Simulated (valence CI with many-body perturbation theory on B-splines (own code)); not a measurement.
# Te XXXVIII: electric-dipole lines

Level of theory: configuration interaction combined with many-body perturbation theory (CI+MBPT): five valence electrons over a frozen Dirac-Fock core [Ne], a basis of 9 s, 9 p, 8 d, 6 f, 3 g, 1 h functions for each j, with the one-electron correlation potential Σ1 (screened to all orders), the two-electron term Σ2, the three-electron term Σ3, Breit, model QED; selected single and double excitations, second order for the rest (own B-spline code, finite nucleus).

No measured spectrum was set against this ion. As an estimate, large intervals hold to a few tenths of a per cent, small ones and those within an open d or f shell to about a per cent. Among the levels kept, up to 530 cm⁻¹ of a level comes from second order outside the variational space, and about a tenth of that is noise between levels of different J, which matters for small intervals.

Lines 1 to 50 of 220 in falling wavelength, among levels below 2706300 cm⁻¹, chosen from the strongest by gf and those to the six lowest levels. Wavelengths and rates use the calculated energies. Electric multipoles are in the length gauge, E1 and E2 with the static RPA response of the core. Weak lines are less certain than strong ones. Lines between different terms over intervals too small for the method are left out, as are lines whose strength nearly cancels. The highest levels of a list are the least certain.

Levels are named by their leading jj configuration (3d3/2^4 stands for four electrons in 3d with j = 3/2), which in mixed levels can hold well under half, so a name can repeat and another be missing. Letters in brackets count levels of one name in rising energy.

```csv
λ vac (Å),Upper,Lower,A (s⁻¹),S (a.u.) with core polarisation,S without
1490,(3s^2 3p1/2^2 3d3/2) J=3/2,(3s^2 3p3/2^3) J=3/2,1.37e+04,8.94e-05,9.13e-05
693.2,(3s 3p1/2^2 3p3/2^2) J=5/2,(3s^2 3p3/2^3) J=3/2,1.37e+05,1.36e-04,1.38e-04
340.8,(3s^2 3p1/2^2 3d5/2) J=5/2,(3s^2 3p3/2^3) J=3/2,3.90e+05,4.58e-05,4.68e-05
290.3,(3s 3p1/2^2 3p3/2^2) J=1/2,(3s^2 3p3/2^3) J=3/2,2.56e+07,6.17e-04,6.30e-04
280.8,(3s 3p1/2^2 3p3/2^2) J=3/2,(3s^2 3p3/2^3) J=3/2,4.76e+07,2.08e-03,2.12e-03
193.2,(3s 3p1/2^2 3p3/2 3d3/2) J=3/2 [b],(3s^2 3p1/2 3p3/2 3d5/2) J=5/2 [c],1.40e+08,1.99e-03,2.03e-03
185.8,(3s 3p1/2^2 3p3/2 3d3/2) J=5/2 [a],(3s^2 3p1/2 3p3/2 3d3/2) J=3/2 [b],5.08e+08,9.64e-03,9.84e-03
184.9,(3s^2 3p1/2 3p3/2 3d3/2) J=5/2 [a],(3s^2 3p3/2^3) J=3/2,1.69e+07,3.16e-04,3.23e-04
183.6,(3s^2 3p1/2 3p3/2 3d3/2) J=3/2 [a],(3s^2 3p3/2^3) J=3/2,4.23e+07,5.16e-04,5.28e-04
182.5,(3s^2 3p1/2^2 3d3/2) J=3/2,(3s^2 3p1/2 3p3/2^2) J=1/2,3.33e+05,4.00e-06,4.01e-06
181.5,(3s^2 3p1/2 3p3/2 3d3/2) J=1/2 [a],(3s^2 3p3/2^3) J=3/2,4.00e+07,2.36e-04,2.41e-04
181.3,(3s 3p1/2^2 3p3/2 3d5/2) J=3/2,(3s 3p1/2 3p3/2^3) J=3/2 [b],2.85e+08,3.35e-03,3.43e-03
179.7,(3s 3p1/2^2 3p3/2 3d3/2) J=3/2 [a],(3s^2 3p1/2 3p3/2 3d3/2) J=1/2 [b],1.62e+08,1.85e-03,1.90e-03
178.7,(3s 3p1/2^2 3p3/2 3d3/2) J=1/2 [a],(3s^2 3p1/2 3p3/2 3d3/2) J=1/2 [b],3.52e+08,1.98e-03,2.02e-03
167.3,(3s 3p1/2^2 3p3/2 3d5/2) J=5/2,(3s^2 3p1/2 3p3/2 3d5/2) J=5/2 [c],2.00e+08,2.77e-03,2.82e-03
165.4,(3s 3p1/2^2 3p3/2 3d3/2) J=7/2,(3s^2 3p1/2 3p3/2 3d3/2) J=5/2 [b],1.55e+09,2.77e-02,2.83e-02
164.5,(3s 3p1/2^2 3p3/2 3d5/2) J=5/2,(3s^2 3p1/2 3p3/2 3d5/2) J=3/2 [b],2.04e+08,2.68e-03,2.74e-03
161.2,(3s 3p1/2^2 3p3/2 3d3/2) J=7/2,(3s^2 3p1/2 3p3/2 3d5/2) J=9/2,9.03e+07,1.49e-03,1.52e-03
160.7,(3s^2 3p1/2 3p3/2 3d5/2) J=3/2 [a],(3s^2 3p3/2^3) J=3/2,1.95e+08,1.59e-03,1.63e-03
160.0,(3s^2 3p1/2^2 3d3/2) J=3/2,(3s^2 3p1/2 3p3/2^2) J=5/2,3.05e+08,2.47e-03,2.52e-03
158.0,(3s 3p1/2^2 3p3/2 3d5/2) J=3/2,(3s^2 3p1/2 3p3/2 3d5/2) J=3/2 [b],1.88e+08,1.46e-03,1.49e-03
152.0,(3s 3p1/2^2 3p3/2 3d3/2) J=3/2 [b],(3s^2 3p1/2 3p3/2 3d3/2) J=3/2 [b],1.05e+09,7.26e-03,7.41e-03
150.6,(3s 3p1/2^2 3p3/2 3d5/2) J=5/2,(3s^2 3p1/2 3p3/2 3d5/2) J=5/2 [b],2.65e+08,2.67e-03,2.73e-03
149.9,(3s 3p1/2^2 3p3/2 3d3/2) J=3/2 [b],(3s^2 3p1/2 3p3/2 3d3/2) J=1/2 [b],2.76e+08,1.84e-03,1.88e-03
147.8,(3s 3p1/2^2 3p3/2 3d5/2) J=7/2,(3s^2 3p1/2 3p3/2 3d5/2) J=5/2 [c],9.33e+08,1.19e-02,1.21e-02
147.4,(3s^2 3p1/2 3p3/2 3d5/2) J=5/2 [a],(3s^2 3p3/2^3) J=3/2,8.23e+08,7.81e-03,7.98e-03
145.4,(3s^2 3p1/2^2 3d3/2) J=3/2,(3s^2 3p1/2 3p3/2^2) J=3/2,3.37e+07,2.04e-04,2.09e-04
145.1,(3s 3p1/2^2 3p3/2 3d3/2) J=5/2 [b],(3s^2 3p1/2 3p3/2 3d5/2) J=5/2 [b],2.12e+08,1.92e-03,1.96e-03
144.9,(3s 3p1/2^2 3p3/2 3d5/2) J=3/2,(3s^2 3p1/2 3p3/2 3d5/2) J=1/2 [a],2.37e+08,1.42e-03,1.46e-03
143.7,(3s 3p1/2^2 3p3/2 3d3/2) J=3/2 [b],(3s^2 3p1/2 3p3/2 3d3/2) J=5/2 [b],5.33e+08,3.12e-03,3.19e-03
143.2,(3s 3p1/2^2 3p3/2 3d3/2) J=5/2 [b],(3s^2 3p1/2 3p3/2 3d5/2) J=7/2 [b],4.79e+08,4.17e-03,4.25e-03
142.4,(3s 3p1/2^2 3p3/2^2) J=5/2,(3s^2 3p1/2 3p3/2^2) J=5/2,1.63e+09,1.39e-02,1.42e-02
141.6,(3s 3p1/2^2 3p3/2 3d5/2) J=5/2,(3s 3p1/2 3p3/2^3) J=3/2 [a],7.28e+08,6.13e-03,6.25e-03
140.0,(3s 3p1/2^2 3p3/2 3d5/2) J=9/2,(3s^2 3p1/2 3p3/2 3d5/2) J=9/2,2.59e+09,3.51e-02,3.58e-02
138.6,(3s 3p1/2^2 3p3/2 3d3/2) J=5/2 [a],(3s^2 3p1/2 3p3/2 3d3/2) J=7/2,7.56e+08,5.96e-03,6.08e-03
136.8,(3s 3p1/2^2 3p3/2 3d5/2) J=3/2,(3s 3p1/2 3p3/2^3) J=3/2 [a],6.91e+08,3.49e-03,3.57e-03
134.6,(3s 3p1/2^2 3p3/2 3d5/2) J=7/2,(3s^2 3p1/2 3p3/2 3d5/2) J=5/2 [b],1.79e+09,1.72e-02,1.76e-02
134.2,(3s^2 3p1/2 3p3/2 3d3/2) J=5/2 [b],(3s^2 3p3/2^3) J=3/2,3.97e+08,2.84e-03,2.90e-03
133.3,(3s 3p1/2^2 3p3/2 3d3/2) J=7/2,(3s^2 3p1/2 3p3/2 3d3/2) J=7/2,3.00e+09,2.81e-02,2.87e-02
133.0,(3s 3p1/2^2 3p3/2 3d5/2) J=7/2,(3s^2 3p1/2 3p3/2 3d5/2) J=7/2 [b],1.79e+09,1.67e-02,1.70e-02
131.2,(3s 3p1/2^2 3p3/2 3d3/2) J=3/2 [b],(3s^2 3p1/2 3p3/2 3d5/2) J=5/2 [a],2.93e+08,1.30e-03,1.33e-03
131.1,(3s 3p1/2^2 3p3/2 3d5/2) J=3/2,(3s^2 3p1/2 3p3/2 3d3/2) J=3/2 [b],3.92e+08,1.74e-03,1.78e-03
131.0,(3s 3p1/2^2 3p3/2 3d3/2) J=5/2 [b],(3s^2 3p1/2 3p3/2 3d3/2) J=3/2 [b],6.31e+08,4.21e-03,4.29e-03
130.8,(3s 3p1/2^2 3p3/2^2) J=5/2,(3s^2 3p1/2 3p3/2^2) J=3/2,2.98e+09,1.97e-02,2.01e-02
129.5,(3s 3p1/2^2 3p3/2 3d5/2) J=3/2,(3s^2 3p1/2 3p3/2 3d3/2) J=1/2 [b],7.60e+08,3.26e-03,3.33e-03
129.2,(3s^2 3p1/2 3p3/2 3d3/2) J=1/2 [b],(3s^2 3p3/2^3) J=3/2,1.08e+09,2.30e-03,2.34e-03
128.8,(3s 3p1/2^2 3p3/2 3d3/2) J=5/2 [a],(3s^2 3p1/2 3p3/2 3d3/2) J=3/2 [a],9.86e+08,6.24e-03,6.38e-03
128.4,(3s 3p1/2^2 3p3/2 3d5/2) J=9/2,(3s^2 3p1/2 3p3/2 3d5/2) J=7/2 [a],6.50e+09,6.80e-02,6.94e-02
128.3,(3s 3p1/2^2 3p3/2 3d3/2) J=3/2 [a],(3s^2 3p1/2 3p3/2 3d3/2) J=1/2 [a],9.51e+08,3.97e-03,4.05e-03
128.2,(3s 3p1/2^2 3p3/2 3d3/2) J=5/2 [a],(3s^2 3p1/2 3p3/2 3d3/2) J=5/2 [a],3.48e+09,2.17e-02,2.21e-02
```
